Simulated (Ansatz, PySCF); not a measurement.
Input for Ansatz (a first-principles code):
Ansatz 0.2 input:
```yaml
crystal:
  periodic: [false, false, false]
  atoms:
    - {symbol: C, position_ang: [-0.00592064, 0.06255727, 0.04919876]}
    - {symbol: C, position_ang: [0.05276925, 0.74146840, 1.29776337]}
    - {symbol: C, position_ang: [-0.04143606, -0.73565075, 1.32173897]}
    - {symbol: C, position_ang: [0.71684363, 0.01914460, -1.25871358]}
    - {symbol: C, position_ang: [-0.78709602, 0.06699964, -1.21998696]}
    - {symbol: H, position_ang: [0.71989492, 1.44391333, 1.74538562]}
    - {symbol: H, position_ang: [-0.98300469, -1.19090749, 1.60534724]}
    - {symbol: H, position_ang: [0.81949464, -1.32985821, 1.61492175]}
    - {symbol: H, position_ang: [1.19255360, -0.91053662, -1.53692256]}
    - {symbol: H, position_ang: [1.25302117, 0.90112219, -1.57731201]}
    - {symbol: H, position_ang: [-1.33584518, -0.82610055, -1.48128458]}
    - {symbol: H, position_ang: [-1.27707539, 0.98525249, -1.51013864]}
basis:
  gaussian:
    orbitals: cc-pVDZ
hamiltonian:
  xc: cam_b3lyp
magnetization: {spin_polarized: true, initial_magnetization: 1}
accuracy: high
```

Write the same job for PySCF.

One answer among several that fit: 
```python
from pyscf import gto, scf, dft

mol = gto.M(
    atom='''
C    -0.005921    0.062557    0.049199
C     0.052769    0.741468    1.297763
C    -0.041436   -0.735651    1.321739
C     0.716844    0.019145   -1.258714
C    -0.787096    0.067000   -1.219987
H     0.719895    1.443913    1.745386
H    -0.983005   -1.190907    1.605347
H     0.819495   -1.329858    1.614922
H     1.192554   -0.910537   -1.536923
H     1.253021    0.901122   -1.577312
H    -1.335845   -0.826101   -1.481285
H    -1.277075    0.985252   -1.510139
''',
    basis='cc-pvdz',
    charge=0,
    spin=1,
    verbose=4,
)

mf = dft.UKS(mol)
mf.xc = 'camb3lyp'
mf.grids.atom_grid = (99, 590)
mf.grids.prune = None
mf.kernel()
```

Both were run: Ansatz gave -194.476902 Eh and PySCF -194.476902 Eh, 0.000 mEh apart.
